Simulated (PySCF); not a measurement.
Dipole moment and polarisability of `C=CCPC[SiH3]`

Compound: C4H11PSi.
Geometry (GFN2-xTB, Å), atoms numbered from 1 in this order:
```
atom  x, y, z in Å
C1    -3.1771   -0.6893   -0.9611
C2    -2.4803    0.3315   -0.4957
C3    -1.2876    0.1987    0.3843
P4     0.2574    0.7621   -0.5195
C5     1.5171    0.1273    0.6772
Si6    3.2688    0.1569   -0.0733
H7    -2.9277   -1.7075   -0.7089
H8    -4.0278   -0.5534   -1.6064
H9    -2.7463    1.3450   -0.7662
H10   -1.1593   -0.8332    0.7227
H11   -1.3875    0.8513    1.2591
H12    0.3042   -0.3493   -1.3760
H13    1.4836    0.7820    1.5513
H14    1.2428   -0.8770    1.0059
H15    4.2013   -0.2986    0.9620
H16    3.5885    1.5197   -0.4938
H17    3.3228   -0.7541   -1.2186
```

Level: CAM-B3LYP/def2-SVPD (PySCF), static field, nuclei fixed, core orbitals frozen in the response. The polarisability tensor in these axes (au):

```
x   134.65   7.23   9.00
y     7.23  90.19   1.77
z     9.00   1.77  88.61
```

Q: Give the principal values, the mean and the anisotropy Δα = √{½[(α1 − α2)² + (α2 − α3)² + (α1 − α3)²]}.

A: Principal values 86.85, 89.10 and 137.52 au; mean 104.49 au = 15.48 Å³ = 17.23 × 10⁻⁴⁰ C²·m²/J; Δα = 49.59 au (47 % of the mean).

Q: What is the dipole moment, and where does it point?

A: (-0.21, -0.74, 1.06) D, 1.31 D in size, pointing from the negative to the positive side. Measured along this direction, the outermost atoms are H16 at the negative end and H10 at the positive end.

Q: Give the principal axes and the span of the nuclei along them.

A: Largest value along (0.97, 0.16, 0.18), where the nuclei span 8.50 Å; middle along (-0.18, 0.97, 0.14), 3.22 Å; least along (-0.16, -0.17, 0.97), 2.87 Å. The response follows the extents in order.

Q: Sum over states: ᾱ = Σ f/ω², ω in Eh. What share falls to these 8 lowest TDDFT singlets (eV, f)? 6.17, 0.0237; 6.38, 0.1189; 6.60, 0.0302; 6.99, 0.1430; 7.19, 0.2788; 7.34, 0.1327; 7.53, 0.1210; 7.67, 0.0201.

A: They add up to 12.96 au, 12.4 % of the 104.49 au; the largest single term is 4.00 au, from the state at 7.19 eV. Terms in order: 0.46, 2.16, 0.51, 2.16, 4.00, 1.82, 1.58, 0.25 au. Higher excitations give the rest. The strengths listed sum to 0.868.

Q: Traceless (Buckingham) quadrupole moment about the centre of nuclear charge: eigenvalues?

A: -2.63, -0.03, 2.66 D·Å. The values depend on the origin, since the dipole doesn't vanish. The electronic extent ⟨r²⟩ about the same centre is 1535 bohr², a root-mean-square distance of 2.59 Å for the 64 electrons.

Q: What would n − 1 = 2πNα be for an ideal gas of these molecules at 298.15 K and 1 atm, electronic part alone?

A: N = p/kT = 2.4615 × 10¹⁹ cm⁻³, so n − 1 = 2π × N × 15.48 × 10⁻²⁴ cm³ = 2395 × 10⁻⁶ at long wavelengths, for an ideal gas.

One conformer (not necessarily the lowest) at the GFN2-xTB geometry, without solvent, vibrations or thermal averaging.
